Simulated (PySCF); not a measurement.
## C3H10NOSi2: g tensor and hyperfine couplings

C3H10NOSi2 (doublet state).
Atom-mapped SMILES: `[OH:1][CH:2][NH:3][SiH:4]1[CH2:5][SiH2:6][CH2:7]1` (hydrogens: H8 on O1; H9 on C2; H10 on N3; H11 on Si4; H12, H13 on C5; H14, H15 on Si6; H16, H17 on C7)

Structure used (GFN2-xTB), in Å, numbered top down from 1:
```
atom  x, y, z in Å
O1    -2.7923   -1.1879    0.6213
C2    -2.7505    0.0678    0.0676
N3    -1.5630    0.4826   -0.5040
Si4   -0.0871   -0.4198   -0.5822
C5     0.8214   -0.6121    1.1037
Si6    2.2533    0.5227    0.5114
C7     1.3335    0.7152   -1.1578
H8    -1.9277   -1.3772    1.0010
H9    -3.6792    0.3389   -0.4097
H10   -1.6322    1.3803   -0.9526
H11   -0.2729   -1.6932   -1.2910
H12    1.1309   -1.6261    1.3462
H13    0.2882   -0.2331    1.9734
H14    3.5431   -0.1618    0.4055
H15    2.3966    1.7612    1.2798
H16    1.8783    0.3213   -2.0101
H17    1.0525    1.7332   -1.4123
```

The hyperfine couplings belong to this conformer and change with its torsions.

Theory: UKS B3LYP, pcH-1 on C H N O Si, non-relativistic, mean-field spin-orbit, GIAO (PySCF 2.14.0). Geometry: GFN2-xTB, one conformer, isolated molecule. A GFN2-xTB geometry isn't a minimum of the functional, and hyperfine couplings can be far from their values at a DFT geometry. No stability test was run, so a lower SCF solution isn't excluded.

```
g1, g2, g3                      : 2.00212, 2.00296, 2.00385
g_iso                           : 2.00298
Form of g                       : rhombic: the two nearest values differ by 48 % of g3 − g1
⟨S²⟩                            : 0.7527 (exact 0.7500)
α and β electrons               : 36, 35
HOMO–LUMO gap, α and β orbitals : 3.42, 6.95 eV
Total energy                    : -829.30916 Eh
Basis functions                 : 295
```

Hyperfine couplings atom by atom, in mT; T1 to T3 are the principal values of the dipolar part; ρ(0) is the spin density at the nucleus (MHz turned into mT with g_iso):

```
atom  isotope  a_iso  of which spin–orbit     T1     T2    T3  Mulliken spin population  ρ(0) (bohr⁻³)
  O1      17O  -0.46                 0.00  -1.71   0.81  0.90                      0.08         0.0212
  C2      13C   7.57                 0.00  -2.55  -2.53  5.08                      0.80         0.1888
  N3      14N   0.40                 0.00  -0.24  -0.21  0.46                      0.07         0.0350
 Si4     29Si  -0.16                 0.00  -0.20   0.08  0.12                      0.05         0.0052
  C5      13C   0.39                 0.00  -0.03  -0.01  0.04                      0.00         0.0097
 Si6     29Si  -0.04                 0.00  -0.02   0.00  0.02                      0.00         0.0014
  C7      13C  -0.01                 0.00  -0.01  -0.01  0.02                      0.00        -0.0001
  H8       1H   0.03                 0.00  -0.36  -0.28  0.64                      0.00         0.0002
  H9       1H   0.17                 0.00  -1.12  -0.10  1.22                     -0.02         0.0010
 H10       1H  -0.29                 0.00  -0.28  -0.22  0.50                      0.00        -0.0018
 H11       1H   0.75                 0.00  -0.07  -0.06  0.13                      0.02         0.0047
 H12       1H   0.01                 0.00  -0.04  -0.03  0.07                      0.00         0.0000
 H13       1H  -0.02                 0.00  -0.06  -0.05  0.11                      0.00        -0.0001
 H14       1H  -0.01                 0.00  -0.01  -0.01  0.03                      0.00         0.0000
 H15       1H  -0.01                 0.00  -0.02  -0.02  0.03                      0.00        -0.0001
 H16       1H   0.00                 0.00  -0.03  -0.03  0.05                      0.00         0.0000
 H17       1H  -0.01                 0.00  -0.04  -0.04  0.08                      0.00         0.0000
```

Largest spin populations (Mulliken): C2 (+0.80), O1 (+0.08) and N3 (+0.07). C2 is the only atom above +0.15. The angles at C2 add up to 349.1°, so it is slightly pyramidal.

Under fast tumbling the dipolar parts average out, and these isotropic splittings remain: 1 × 1H (H11, I = 1/2, 2 lines) with 0.75 mT, 1 × 14N (N3, I = 1, 3 lines) with 0.40 mT, 1 × 1H (H10, I = 1/2, 2 lines) with 0.29 mT and 1 × 1H (H9, I = 1/2, 2 lines) with 0.17 mT.

The 13C coupling of C2 (212.2 MHz) shows only in satellite lines or after enrichment, since that isotope makes up about 1.07 % of natural carbon.

The 17O coupling of O1 (-12.8 MHz) shows only in satellite lines or after enrichment, since that isotope makes up about 0.038 % of natural oxygen.
